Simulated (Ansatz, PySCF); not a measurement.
2,3-dihydro-1,4-oxaselenine (C4H6OSe), SMILES [Se]1CCOC=C1. Atoms are numbered in the order given.

```xyz
12

C      1.2710    -1.3936    -0.1035
C      1.4149    -0.0872     0.1678
Se    -0.0147     1.1700     0.2897
C     -1.3986    -0.2277     0.1959
C     -1.0053    -1.3071    -0.8052
O      0.1304    -2.0617    -0.4114
H      2.1275    -2.0733    -0.0760
H      2.4065     0.3059     0.3954
H     -2.3307     0.2641    -0.1160
H     -1.5405    -0.6615     1.1960
H     -0.8253    -0.8542    -1.7963
H     -1.8181    -2.0432    -0.9036
```

Geometry: B3LYP-D3(BJ)/def2-SVP. Other conformers were not sampled.

Two levels are set side by side: PBE-D3(BJ)/def2-SVP (Ansatz, a first-principles code) and B3LYP-D3(BJ)/def2-SVP (Ansatz). Each level has its own optimised geometry; the coordinates shown are those of the second. Frequencies come from the Hessian of PySCF at each geometry. Differences are taken from unrounded values.

```tsv
quantity	B3LYP-D3(BJ)	PBE-D3(BJ)	PBE-D3(BJ) minus B3LYP-D3(BJ)
mean bond length (Å)	1.342	1.349	0.006
bond C1–C2 (Å)	1.342	1.353	0.011
bond C1–O6 (Å)	1.357	1.363	0.005
bond C2–Se3 (Å)	1.908	1.906	-0.002
bond Se3–C4 (Å)	1.969	1.970	0.001
bond C4–C5 (Å)	1.524	1.527	0.003
bond C5–O6 (Å)	1.419	1.426	0.007
bond C1–H7 (Å)	1.094	1.102	0.008
bond C2–H8 (Å)	1.091	1.099	0.008
bond C4–H9 (Å)	1.099	1.107	0.008
bond C4–H10 (Å)	1.099	1.108	0.008
bond C5–H11 (Å)	1.104	1.113	0.009
bond C5–H12 (Å)	1.101	1.109	0.009
highest harmonic wavenumber (cm⁻¹)	3220	3157	-63
mean harmonic wavenumber (cm⁻¹)	1373	1334	-39
zero-point energy (kcal/mol)	58.88	57.21	-1.67
```

Exact exchange shortens and stiffens bonds; PBE has none. Differences between two approximate levels are no errors against the true value.
